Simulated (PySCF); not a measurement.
C2H3BF2O, SMILES FB(C(C)=O)F.

The structure is a stationary point at ωB97X-D3(BJ)/def2-SVP. The structure was generated by enumeration, and PubChem lists no compound with its InChIKey, so it may never have been made. The values are those of a single conformer.

Computed with ωB97X/def2-TZVP (PySCF).

Isolated molecule, no solvent.

Problem. Estimate the frontier levels, gap, dipole moment and polarisability. (Estimate from the structure and the level; the computed values follow.)

Solution. 
```yaml
highest_occupied_level: -10.03 eV
lowest_empty_level: 0.02 eV
orbital_gap: 10.05 eV
dipole_moment: 2.52 D
quadrupole, principal values (traceless, Buckingham form, about the centre of nuclear charge): -9.04, 2.98, 6.06 D·Å
mean_static_polarisability: 38.6 bohr³ (5.73 Å³)
polarisability_principal_values: 29.4, 41.2, 45.3 bohr³
```
